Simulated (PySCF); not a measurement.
Isomers of C5H8F3OP, from PBE0-D3(BJ)/def2-SVP geometry optimisation, gas phase (PySCF 2.14.0). One conformer each, no zero-point energy, no frequencies.

Question: Which is lower in electronic energy at this level?
A. `[CH2:1]=[CH:2][CH2:3][P@:4]([CH3:5])(=[O:6])[C:7]([F:8])([F:9])[F:10]` with C1–C2–C3–P4 -115°, C2–C3–P4–C5 72°: A = 1886, B = 739.2, C = 709.3 MHz, dipole 3.88 D
B. `[O:1]=[P@@H:2]1[CH2:3][CH2:4][CH2:5][C@H:6]1[C:7]([F:8])([F:9])[F:10]` with O1–P2–C3–C4 -146°, P2–C3–C4–C5 42°, C3–C4–C5–C6 -47°, C4–C5–C6–C7 -95°: A = 1704, B = 968.4, C = 752.8 MHz, dipole 4.00 D

Answer: B. That is `FC(F)(F)[C@@H]1CCC[P@H]1=O`, 24.7 kcal/mol below the other.

```tsv
SMILES	mapped SMILES	E (Eh)	relative (kcal/mol)	relative (kJ/mol)	dipole (D)
O=[P@@H]1CCC[C@H]1C(F)(F)F	[O:1]=[P@@H:2]1[CH2:3][CH2:4][CH2:5][C@H:6]1[C:7]([F:8])([F:9])[F:10]	-910.25183	0.0	0.0	4.00
C=CC[P@](C)(=O)C(F)(F)F	[CH2:1]=[CH:2][CH2:3][P@:4]([CH3:5])(=[O:6])[C:7]([F:8])([F:9])[F:10]	-910.21241	24.7	103.5	3.88
```

As drawn, the higher has a C=C bond outside aromatic rings, which the lower lacks.
